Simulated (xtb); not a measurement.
B(Cl)(Et)(OH) (C2H6BClO), SMILES C(B(O)Cl)C. All values are semi-empirical tight-binding results from xtb (GFN2-xTB unless named), good for trends rather than for accurate numbers. Geometry optimised at GFN2-xTB. This is a generated structure with no PubChem entry under its InChIKey; it may be hypothetical. The values are those of a single conformer.

| Item | Result |
|---|---|
| orbital gap | 5.53 eV |
| dipole moment | 1.43 D |
| zero-point energy | 52.7 kcal/mol |
| G − E(el) at 298.15 K (modified RRHO) | 33.4 kcal/mol |
| static polarisability (D4 model) | 56.4 bohr³ |
| solvation energy, GFN2-xTB/ALPB(water) | -5.6 kcal/mol |
| solvation energy, GFN2-xTB/ALPB(dmf) | -8.5 kcal/mol |
